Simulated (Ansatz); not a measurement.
One change: `[CH3][In]([Cl])[I]` becomes `[CH3][In]([SH])[Cl]`.

Ansatz, PBE0-D4/def2-TZVP geometries, multiplicity 1. Each molecule was computed in one conformer, which needn't be the lowest.

Elements past krypton have def2 core potentials.

```
                                      property  `[CH3][In]([Cl])[I]`
         LUMO energy (ωB97M-V/def2-TZVPP) / eV                 -0.07
       HOMO–LUMO gap (ωB97M-V/def2-TZVPP) / eV                  9.69
size of the dipole moment (PBE/def2-TZVPP) / D                  3.15
            LUMO energy (PBE0/def2-TZVPP) / eV                 -1.79
           LUMO energy (B3LYP/def2-TZVPP) / eV                 -2.07
           HOMO–LUMO gap (PBE/def2-TZVPP) / eV                  3.90
```

Give the same properties after the change, and the shifts. (Best estimate.)

Computed: 
```tsv
property	`[CH3][In]([SH])[Cl]`	shift
LUMO energy (ωB97M-V/def2-TZVPP) / eV	0.27	0.34
HOMO–LUMO gap (ωB97M-V/def2-TZVPP) / eV	10.12	0.43
size of the dipole moment (PBE/def2-TZVPP) / D	2.57	-0.58
LUMO energy (PBE0/def2-TZVPP) / eV	-1.25	0.54
LUMO energy (B3LYP/def2-TZVPP) / eV	-1.56	0.51
HOMO–LUMO gap (PBE/def2-TZVPP) / eV	4.33	0.43
```

Dipoles are sizes alone; their direction can turn.

B3LYP here is the variant with VWN-RPA as its local correlation; programs differ in this.

Spin–orbit coupling is left out; it splits and shifts lone-pair levels of the heavy atoms by tenths of an eV.
